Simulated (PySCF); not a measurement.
2-methoxybenzyl alcohol, C8H10O2.
Geometry (PBE0-D3(BJ)/def2-SVP, Å), atoms numbered from 1 in this order:
```
atom  x, y, z in Å
C1    -1.8585   -0.8395    0.8020
O2    -1.0654    0.2392    0.3865
C3     0.2398    0.0188    0.0738
C4     0.8390   -1.2406    0.0938
C5     2.1892   -1.3656   -0.2423
C6     2.9332   -0.2477   -0.5984
C7     2.3176    1.0060   -0.6183
C8     0.9763    1.1647   -0.2835
C9     0.2990    2.5128   -0.2708
O10   -0.8382    2.5824   -1.0840
H11   -2.8529   -0.4328    1.0254
H12   -1.4525   -1.3129    1.7124
H13   -1.9539   -1.6053    0.0127
H14    0.2683   -2.1280    0.3683
H15    2.6538   -2.3544   -0.2252
H16    3.9875   -0.3465   -0.8649
H17    2.8939    1.8909   -0.9030
H18    1.0077    3.2725   -0.6343
H19    0.0617    2.7763    0.7816
H20   -1.4330    1.8944   -0.7600
```

The closed-shell ground state was solved at several levels (PySCF, density fitting, gas phase, non-relativistic).

```json
{"level": "B3LYP/pcSseg-1", "basis functions": "220", "total energy (Eh)": "-461.2592", "HOMO (eV)": "-6.39", "LUMO (eV)": "-0.50", "gap (eV)": "5.89", "dipole (D)": "3.12"}
{"level": "PBE0/pcSseg-1", "basis functions": "220", "total energy (Eh)": "-460.7172", "HOMO (eV)": "-6.62", "LUMO (eV)": "-0.33", "gap (eV)": "6.29", "dipole (D)": "3.13"}
```

Task: What might CAM-B3LYP/def2-SVPD (286 basis functions) give for the same quantities?

Result: Total energy -460.7662 Eh, HOMO -7.86 eV, LUMO 0.65 eV, gap 8.51 eV, dipole 3.16 D.

Task: Over all these levels, which gives the widest orbital gap and which the narrowest?

Result: CAM-B3LYP/def2-SVPD (range-separated hybrid) has the widest, 8.51 eV, and B3LYP/pcSseg-1 (global hybrid, 20 % exact exchange) the narrowest, 5.89 eV. Functional and basis both differ between the two, so the spread mixes both effects.

Task: How far do the dipole and the HOMO energy spread over the levels?

Result: The dipole runs from 3.12 to 3.16 D (mean 3.14 D) and the HOMO from -7.86 to -6.39 eV.

One conformer stands for the species.
